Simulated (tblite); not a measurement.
C3H8Ge2O.
Numbering: `[OH:1][C@@H:2]1[CH:3]=[C:4]1[GeH2:5][GeH3:6]` (hydrogens: H7 on O1; H8 on C2; H9 on C3; H10, H11 on Ge5; H12, H13, H14 on Ge6)

Computed with GFN2-xTB (tblite), gas phase: L-BFGS steps from a force-field or distance-geometry start until the largest atomic force falls under 0.01 eV/Å.

Step 99: E = -498.3387 eV
```
atom  x, y, z in Å  |  force x, y, z in eV/Å
O1      0.7739    1.5811   -0.3709   -0.093   0.064  -0.007
C2      1.5176    0.7034    0.4688   -0.012   0.027   0.020
C3      2.2701   -0.3619   -0.2060    0.006  -0.004  -0.016
C4      1.1377   -0.7438    0.3438   -0.057  -0.020  -0.008
Ge5    -0.5983   -1.5351    0.2791    0.012  -0.037   0.002
Ge6    -1.9947    0.2325   -0.4766   -0.019   0.021   0.033
H7      0.5832    2.3957    0.1022    0.044  -0.004  -0.032
H8      1.8301    1.1559    1.4043    0.011  -0.041  -0.011
H9      3.1131   -0.5854   -0.8099    0.075  -0.026  -0.039
H10    -0.5811   -2.7811   -0.5757    0.047   0.029   0.028
H11    -0.9025   -2.0035    1.6805   -0.033  -0.008   0.012
H12    -3.4428   -0.1852   -0.3535    0.025   0.030  -0.065
H13    -1.8093    0.6661   -1.8942    0.039  -0.038   0.031
H14    -1.8978    1.4608    0.3709   -0.045   0.007   0.051
```

Step 100: E = -498.3392 eV
```
atom  x, y, z in Å  |  force x, y, z in eV/Å
O1      0.7098    1.5574   -0.3385    0.037   0.490   0.373
C2      1.5178    0.6990    0.4712   -0.075   0.016  -0.050
C3      2.2601   -0.3598   -0.2281   -0.054  -0.037   0.056
C4      1.1490   -0.7519    0.3618    0.034   0.018  -0.068
Ge5    -0.5966   -1.5244    0.2929    0.017  -0.064   0.040
Ge6    -1.9851    0.2396   -0.4786   -0.068   0.027   0.036
H7      0.6222    2.4156    0.1115    0.045  -0.434  -0.340
H8      1.8568    1.1619    1.3942   -0.031  -0.075  -0.061
H9      3.0998   -0.5929   -0.8355    0.021   0.025  -0.038
H10    -0.5911   -2.7678   -0.5656    0.067   0.020   0.019
H11    -0.9055   -2.0063    1.6899   -0.033   0.008   0.007
H12    -3.4279   -0.2230   -0.3835    0.071   0.074  -0.081
H13    -1.7779    0.6790   -1.8918    0.031  -0.062   0.032
H14    -1.9320    1.4731    0.3631   -0.062  -0.005   0.075
```

Problem. Estimate the geometry and energy of step 101. (The exact step hangs on the optimiser's Hessian estimate; all steps are aligned on step 100, rigid shifts and turns removed.)

Solution. E = -498.3427 eV, largest force 0.140 eV/Å
```
atom  x, y, z in Å  |  force x, y, z in eV/Å
O1      0.7429    1.5707   -0.3540   -0.050   0.119   0.054
C2      1.5181    0.7025    0.4695   -0.028   0.005   0.003
C3      2.2647   -0.3607   -0.2168   -0.022  -0.029   0.014
C4      1.1427   -0.7468    0.3541   -0.006   0.005  -0.042
Ge5    -0.5976   -1.5298    0.2860    0.015  -0.039   0.023
Ge6    -1.9915    0.2356   -0.4767   -0.032   0.016   0.031
H7      0.6043    2.4057    0.1042    0.042  -0.055  -0.086
H8      1.8457    1.1599    1.3978   -0.007  -0.051  -0.018
H9      3.1064   -0.5910   -0.8217    0.040   0.003  -0.035
H10    -0.5852   -2.7733   -0.5708    0.058   0.017   0.016
H11    -0.9044   -2.0069    1.6840   -0.034  -0.001   0.017
H12    -3.4369   -0.2032   -0.3706    0.040   0.046  -0.071
H13    -1.7924    0.6721   -1.8914    0.035  -0.046   0.028
H14    -1.9174    1.4647    0.3694   -0.050   0.011   0.067
```

The energy changes by -0.0035 eV. The first-order estimate −F·Δx gives -0.0087 eV and the mean of the old and new forces, exact on a quadratic surface, -0.0040 eV. The step makes an angle of 81° with the force vector and moves no atom by more than 0.039 Å.

The cost below is that of the whole relaxation. Time: 0.9 s. Hardware: one thread of an Arm Neoverse V2, shared host.
